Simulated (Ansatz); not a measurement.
Reaction (redistribution): `O[SiH](O)[NH][GeH3]` + `BO[SiH2]F` → `O[SiH](O)O[SiH2]F` + `B[NH][GeH3]`

Isolated molecules relaxed with PBE0-D4/def2-TZVP in Ansatz; ΔE leaves out vibrations. CCSD(T)/CBS adds triple-zeta CCSD(T) − MP2 to the extrapolated MP2 energy (def2 sets, frozen cores). DFT in def2-TZVPP. B3LYP here is the variant with VWN-RPA as its local correlation; programs differ in this. For Ge outer-core shells are correlated without core-valence functions, which leaves a few kJ/mol of doubt a bond. Scalar relativity is left out up to krypton. Each species was taken in one conformer, which may not be the lowest.

| level | ΔE (kJ/mol) | difference from CCSD(T)/CBS |
| --- | --- | --- |
| PBE-D4 | -66.5 | 0.0 |
| r2SCAN-D4 | -68.4 | -1.9 |
| PBE0-D4 | -66.5 | 0.0 |
| B3LYP-D4 | -67.5 | -1.0 |
| ωB97X-V | -65.0 | 1.5 |
| ωB97M-V | -66.0 | 0.5 |
| B2PLYP | -68.8 | -2.3 |
| PBE | -68.0 | -1.5 |
| r2SCAN | -68.7 | -2.2 |
| PBE0 | -67.8 | -1.3 |
| B3LYP | -70.0 | -3.5 |
| HF/def2-TZVPP | -66.9 | -0.4 |
| MP2/def2-TZVPP | -66.9 | -0.4 |
| SCS-MP2/def2-TZVPP | -66.8 | -0.3 |
| CCSD/def2-TZVPP | -67.5 | -1.0 |
| CCSD(T)/def2-TZVPP | -67.3 | -0.8 |
| HF/def2-QZVPP | -67.3 | -0.8 |
| MP2/def2-QZVPP | -66.5 | 0.0 |
| SCS-MP2/def2-QZVPP | -66.6 | -0.1 |
| HF/CBS(def2) | -67.4 | -0.9 |
| MP2/CBS(def2) | -66.0 | 0.5 |
| CCSD/CBS(def2) | -66.7 | -0.2 |
| CCSD(T)/CBS | -66.5 | 0 |

Largest T1 diagnostic among the species: 0.013.
